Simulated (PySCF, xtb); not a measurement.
AlCl3, SMILES [Cl][Al-]([Cl])[Cl], charge -1, multiplicity 2.

Harmonic wavenumbers (cm⁻¹) from xtb with GFN2-xTB at its own minimum, in rising order: 23, 35, 76, 264, 384, 385.

What does TPSSh-D3(BJ)/def2-SVPD (PySCF) give at its own minimum? (The exact figures need the calculation; the answer reports its results.)

118, 118, 178, 369, 435, 435. Paired by order, the mean absolute difference is 81 cm⁻¹ and the zero-point energies are 1.7 and 2.4 kcal/mol.
